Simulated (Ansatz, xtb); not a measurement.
## A ladder of methods for Si2H6SO (SMILES O[SiH2]S[SiH3])

The species is Si2H6SO (10 atoms), meant as a singlet with charge 0. As SMILES, `O[SiH2]S[SiH3]`. The coordinates come from a PBE0-D4/def2-TZVP relaxation. This is one conformer, not always the lowest.

```xyz
10

O    -0.7877    1.8274   -1.3101
Si    0.4454    0.7562   -1.1696
S    -0.2186   -1.2565   -0.8920
Si   -0.1073   -1.2726    1.2415
H    -1.4527    1.8418   -0.6199
H     1.3218    1.0911   -0.0149
H     1.1773    0.8257   -2.4500
H    -0.7757   -0.0709    1.8094
H     1.2988   -1.3012    1.7138
H    -0.8182   -2.4923    1.6948
```

Quantity: the dipole moment, in D. The values are calculated.

```csv
level,kind,program,value (D),CPU time
GFN2-xTB,semi-empirical,xtb,3.15,under 2 s
GFN0-xTB,semi-empirical,xtb,2.60,under 2 s
GFN1-xTB,semi-empirical,xtb,2.11,under 2 s
HF/STO-3G,Hartree–Fock,Ansatz,1.73,3.2 s
HF/3-21G,Hartree–Fock,Ansatz,3.26,5.3 s
HF/def2-SVP,Hartree–Fock,Ansatz,2.05,13 s
B3LYP/6-31G* (spherical functions),global hybrid,Ansatz,2.08,25 s
B3LYP/6-31G* (Cartesian functions),global hybrid,Ansatz,2.08,27 s
PBE0/6-31+G* (spherical functions),global hybrid,Ansatz,2.07,37 s
PBE0/def2-SVP,global hybrid,Ansatz,1.85,23 s
```

The values span 1.73 to 3.26 D. Sets without polarisation functions give poor dipoles. Without the sets that lack polarisation functions the rows with a basis span only 1.85 to 2.08 D. CPU times are rough (shared hosts, several kinds of processor): they show what a rung costs within a factor of a few.
